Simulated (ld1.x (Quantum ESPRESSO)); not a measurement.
## Hg (Z = 80), PAW: configuration errors across variants

* Element: mercury
* Generator: ld1.x (Quantum ESPRESSO) 7.5
* Type: PAW
* Functional: LDA (PZ)
* Relativity: scalar-relativistic
* Frozen core: [Xe] 4f14
* Valence charge: 12
* Reference configuration: 5d10 6s2 6p0
* Partial waves: 6s (bound): rcut 1.75, rcutus 2.15 bohr; 6s channel at -0.2 Ry: rcut 1.75, rcutus 2.15 bohr; 6p (bound, empty): rcut 2.25, rcutus 2.90 bohr; 6p channel at 1.6 Ry: rcut 2.25, rcutus 2.90 bohr; 5d (bound): rcut 2.15, rcutus 2.40 bohr; 5d channel at 0.05 Ry: rcut 2.15, rcutus 2.40 bohr
* Local potential: all-electron potential smoothed inside 2.10 bohr (lloc = -1)
* Core correction: Bessel-smoothed model core inside 1.40 bohr
* Augmentation charge: BESSEL, radius 1.90 bohr

All-electron excitation energies from the reference (eV): (1) 5d10 6s1 6p0 11.048; (2) 5d10 6s0 6p0 30.444; (3) 5d9 6s2 6p1 10.356; (4) 5d10 6s0 6p1 18.587; (5) 5d9 6s2 6p0 15.732; (6) 5d10 6s0 6p2 12.801; (7) 5d10 6s1 6p0 spin 10.887.

Spin tests fill each open shell by Hund’s rule, majority spin first.

Tests that are not counted but printed errors over 1 eV. “base”: 5d9 6s0 6p0 (solver errors, printed error -701 eV); 5d9 6s0 6p0 (spin-polarised) (solver errors, printed error -701 eV). “waves 6s (bound): rcut 1.75, rcutus 2.02 bohr; 6s channel at -0.2 Ry: rcut 1.75, rcutus 2.02 bohr”: 5d9 6s0 6p0 (solver errors, printed error -701 eV); 5d9 6s0 6p0 (spin-polarised) (solver errors, printed error -701 eV). “type TM; waves now 6s (bound): rc 2.15 bohr; 6p (bound): rc 2.90 bohr; 5d (bound): rc 2.40 bohr; local potential the d channel”: 5d10 6s0 6p2 (solver errors, printed error -1041 eV); 5d10 6s0 6p1 (solver errors, printed error -3.2 eV); 1 more. “waves 5d (bound): rcut 2.15, rcutus 2.50 bohr; 5d channel at 0.05 Ry: rcut 2.15, rcutus 2.50 bohr”: 5d9 6s0 6p0 (solver errors, printed error -701 eV); 5d9 6s0 6p0 (spin-polarised) (solver errors, printed error -701 eV). “wave 6s channel at -0.2 Ry: rcut 1.75, rcutus 2.15 bohr becomes 6s channel at 1.4 Ry: rcut 1.75, rcutus 2.15 bohr”: 5d9 6s0 6p0 (solver errors, printed error -701 eV); 5d9 6s0 6p0 (spin-polarised) (solver errors, printed error -701 eV).

1 further variants failed, have other tests or another functional or relativity, and are left out.

A true bound ghost makes a file unfit for plane-wave use even where its test errors are small: the radial tests pick states by their node count and pass the ghost by. Where a test does run into it, the solver fails or the error is huge.

Errors AE − PS in meV (a dash: test not solved or not reliable):

| change | (1) | (2) | (3) | (4) | (5) | (6) | (7) | bound ghosts |
| --- | --- | --- | --- | --- | --- | --- | --- | --- |
| base | -4.2 | -13 | -13 | -7.2 | -24 | -4.6 | -4.7 | none |
| waves 6s (bound): rcut 1.75, rcutus 2.02 bohr; 6s channel at -0.2 Ry: rcut 1.75, rcutus 2.02 bohr | -4.4 | -14 | -25 | -7.5 | -33 | -4.7 | -5.0 | s |
| type TM; waves now 6s (bound): rc 2.15 bohr; 6p (bound): rc 2.90 bohr; 5d (bound): rc 2.40 bohr; local potential the d channel | -11 | -46 | – | – | -45 | – | -11 | s, p |
| waves 5d (bound): rcut 2.15, rcutus 2.50 bohr; 5d channel at 0.05 Ry: rcut 2.15, rcutus 2.50 bohr | -4.4 | -14 | +0.8 | -7.4 | -12 | -4.6 | -5.0 | none |
| wave 6s channel at -0.2 Ry: rcut 1.75, rcutus 2.15 bohr becomes 6s channel at 1.4 Ry: rcut 1.75, rcutus 2.15 bohr | -4.2 | -13 | -19 | -7.2 | -28 | -4.6 | -4.7 | none |

(1) Give the same row for: augmentation BESSEL, radius 1.50 bohr.

## Answers

(1) -3.7, -12, +30, -6.9, +9.4, -4.6, -4.1; bound ghosts: none. Not counted: 5d9 6s0 6p0 (solver errors, printed error -701 eV); 5d9 6s0 6p0 (spin-polarised) (solver errors, printed error -701 eV).
